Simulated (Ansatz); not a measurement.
```yaml
crystal:
  periodic: [false, false, false]
  atoms:
    - {symbol: C, position_ang: [-1.507765, -0.682939, 0.595954]}
    - {symbol: O, position_ang: [-0.197797, 0.408091, 1.077110]}
    - {symbol: C, position_ang: [1.194461, 0.123539, 0.498903]}
    - {symbol: Si, position_ang: [0.598666, 0.599964, -1.303003]}
    - {symbol: O, position_ang: [0.049806, 1.727481, -1.318833]}
    - {symbol: H, position_ang: [-1.642464, -0.880977, -0.099543]}
    - {symbol: H, position_ang: [-1.215709, -2.001816, 1.189260]}
    - {symbol: H, position_ang: [-2.316577, -0.421900, 1.519899]}
    - {symbol: H, position_ang: [1.685682, 0.323085, 1.091394]}
    - {symbol: H, position_ang: [1.319357, -0.975129, 0.730585]}
    - {symbol: H, position_ang: [0.243474, -0.554821, -2.118569]}
    - {symbol: H, position_ang: [2.211454, 0.839246, -1.886103]}
    - {symbol: H, position_ang: [-0.870107, 1.889319, -0.451594]}
basis:
  gaussian: {orbitals: def2-SVP}
total_charge: 1
magnetization: {spin_polarized: true, initial_magnetization: 1}
hamiltonian: {xc: {name: r2SCANh}, dispersion: d4}
relax: {f_tol: 0.0001, max_steps: 2}
output: {forces: true}
```

```sh
$ ansatz run in.yaml --threads 4 --pin off --events-out ev --progress --plain --max-ram 10444MiB
```

(1) How does Ansatz answer? (Best estimate.)

Answers

(1) Ansatz gave: The run did not converge.
```
Functional definition: r2SCANh
1226 factors; integrals over basis functions are off by at most 3.5e-4 eV
mean field evaluation 1: about -14115.1261 eV, gradient 6.8e1 eV
mean field evaluation 2: about -14065.4982 eV, gradient 1.2e2 eV
mean field evaluation 4: about -14134.5333 eV, gradient 2.0e1 eV
mean field evaluation 8: about -14136.2506 eV, gradient 6.1e-1 eV
mean field evaluation 16: about -14136.2648 eV, gradient 3.5e-3 eV
mean field -14136.26480645 eV, -519.4981497324 hartree, gradient 4.7e-5 eV, S^2 0.765518; 1 other end points of the search recorded, 0 dependent functions left out
reference -14136.26481760 eV, -519.4981501425 hartree; 25, 24 occupied and 89, 90 virtual orbitals, 1226 factors
relax step   1: F+E_penalty+E_count = -14136.33060224 eV  Δ(F+E_penalty+E_count) = +0.000e0 eV  max|allowed force component| = 4.573e1 eV/Å  Δτ_max = 0.0000 Å  (67 SCF iters, accepted)
1226 factors; integrals over basis functions are off by at most 9.8e-4 eV
mean field -14151.22334119 eV, -520.0478657449 hartree, gradient 2.8e-5 eV, S^2 0.761101; 0 other end points of the search recorded, 0 dependent functions left out
reference -14151.22335194 eV, -520.0478661400 hartree; 25, 24 occupied and 89, 90 virtual orbitals, 1226 factors
relax step   2: F+E_penalty+E_count = -14151.28352844 eV  Δ(F+E_penalty+E_count) = -1.495e1 eV  max|allowed force component| = 1.169e1 eV/Å  Δτ_max = 0.1947 Å  (45 SCF iters, accepted)
Error: geometry relaxation did not converge after 2 steps: max|allowed force component| = 1.17e1 eV/Å (threshold 1.0e-4). Raise `relax.max_steps` over both its present limit and 2, loosen `relax.f_tol`, or start from a geometry closer to equilibrium. Where this run's directory can be resumed (`checkpoint.write`), a resume goes on for up to `relax.max_steps` more
```
